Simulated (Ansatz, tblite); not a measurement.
Cost and result up the ladder for SnMeF3 (CH₃F₃Sn) (8 atoms). Total charge 0; singlet. Geometry: PBE0-D4/def2-SVP.

```xyz
8

Sn   -0.718    0.526   -0.018
C     0.986   -0.722    0.025
H     1.746   -0.295   -0.641
H     0.693   -1.722   -0.319
H     1.358   -0.764    1.056
F    -2.193   -0.116    1.032
F    -1.462    0.786   -1.770
F    -0.410    2.306    0.634
```

Ansatz on 4 threads of Arm Neoverse V2 on a shared host; xTB runs through tblite on one thread. Times are rough, summed over both states, and most runs start from the orbitals of an earlier one. PBE0-D4/def2-TZVP serves as the yardstick here, not as an exact answer. The other state is a triplet.

In the def2 sets Sn takes a core potential; there is no spin–orbit coupling. The xTB rows come from tblite.

xTB has no spin-polarisation term.

```json
{"level": "GFN1-xTB", "functions": "31", "wall time": "0.006 s"}
{"level": "GFN2-xTB", "functions": "28", "wall time": "0.006 s"}
{"level": "PBE-D4/def2-TZVP", "functions": "192", "wall time": "3.6 s"}
{"level": "PBE0-D4/def2-TZVP (with forces)", "functions": "192", "wall time": "5.9 s"}
{"level": "r2SCAN-D4/def2-TZVP", "functions": "192", "wall time": "8.5 s"}
```

(1) Estimate what each level gives for the vertical triplet (eV).

Answers

(1) 
```
                          level  vertical triplet (eV)  difference from PBE0-D4/def2-TZVP (eV)
                       GFN1-xTB                   4.05                                   -1.81
                       GFN2-xTB                   4.48                                   -1.37
               PBE-D4/def2-TZVP                   5.31                                   -0.55
PBE0-D4/def2-TZVP (with forces)                   5.86                                    0.00
            r2SCAN-D4/def2-TZVP                   5.56                                   -0.30
```
